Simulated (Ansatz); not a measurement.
Conformers of `N[SiH2]N[SiH](N)Cl`, each relaxed with PBE0-D4/def2-TZVP in Ansatz. CBS adds the triple-zeta coupled-cluster correction to the MP2 limit.

Not all of them had a frequency check.

Conformer A:

Z-matrix (Å, degrees):
```
Si
N 1 1.725
N 1 1.727 2 109.5
H 1 1.485 2 114.1 3 -116.3
H 1 1.490 2 104.7 3 123.9
Si 2 1.713 1 128.2 3 59.8
H 2 1.010 1 115.5 3 -126.4
H 3 1.009 1 119.4 2 67.7
H 3 1.009 1 117.8 2 -153.7
N 6 1.691 2 107.0 1 -26.5
Cl 6 2.073 2 113.8 1 92.8
H 6 1.480 2 108.3 1 -153.4
H 10 1.004 6 123.2 2 147.9
H 10 1.010 6 119.7 2 -12.7
```

Conformer B:

Cartesian coordinates in Å:
```
N 0.146 -1.897 0.542
Si -1.193 -1.002 -0.082
N -0.988 0.678 0.243
Si 0.339 1.673 -0.180
N 1.551 0.639 -0.746
Cl 0.802 2.796 1.508
H 0.278 -1.955 1.541
H 0.367 -2.780 0.106
H -2.510 -1.340 0.527
H -1.215 -1.334 -1.529
H -1.697 1.097 0.826
H 0.071 2.703 -1.206
H 2.347 0.974 -1.259
H 1.702 -0.251 -0.292
```

Q: Which is lowest in electronic energy at CCSD(T)/CBS (frozen core, def2 sets), and by how much? (Estimate.)

A: The calculation gave: B; A lies 2.8 kJ/mol higher.

Q: Give the energies relative to B (kJ/mol) with B3LYP-D4/def2-TZVPP, ωB97X-V/def2-TZVPP, PBE/def2-TZVPP, HF/def2-TZVPP, CCSD(T)/def2-TZVPP, MP2/def2-QZVPP, MP2/CBS(def2). (Estimate.)

A: Computed: 
```csv
level,A
B3LYP-D4/def2-TZVPP,2.6
ωB97X-V/def2-TZVPP,2.8
PBE/def2-TZVPP,2.7
HF/def2-TZVPP,3.2
CCSD(T)/def2-TZVPP,3.1
MP2/def2-QZVPP,2.8
MP2/CBS(def2),2.7
```

B3LYP here is the variant with VWN-RPA as its local correlation; programs differ in this.
